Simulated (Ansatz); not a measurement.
Reaction (redistribution): `[CH3][SnH2][Cl]` + `NB(Cl)O[SiH3]` → `[SiH3][O][SnH2][Cl]` + `CB(N)Cl`

Program: Ansatz. Geometries: PBE0-D4/def2-TZVP. ΔE: electronic, gas phase. CCSD(T)/CBS adds triple-zeta CCSD(T) − MP2 to the extrapolated MP2 energy (def2 sets, frozen cores). This one scheme is used for every species. DFT in def2-TZVPP. HSE06 is defined as in plane-wave codes. Elements past krypton have def2 core potentials. For Sn outer-core shells are correlated without core-valence functions, which leaves a few kJ/mol of doubt a bond. Each species was taken in one conformer, which may not be the lowest.

| level | ΔE (kJ/mol) |
| --- | --- |
| HSE06-D4 | 56.1 |
| PBE-QIDH | 56.8 |

**Question.** What does CCSD(T)/CBS give? (Best estimate.)

**Answer.** Computed: +52.0 kJ/mol. The listed levels differ from it by 4.1, 4.8 kJ/mol.

Largest T1 diagnostic among the species: 0.013.

From r2SCAN to r2SCAN0 (25 % exact exchange), in def2-TZVPP and without D4, ΔE moves by +4.3 kJ/mol. Leaving LDA and LC-ωPBE aside and taking each functional with its dispersion term where it has one, the values, not all of them listed here, spread over 9.0 kJ/mol, from B97M-V to r2SCAN0-D4. LDA lies +8.6 kJ/mol from PBE without D4.
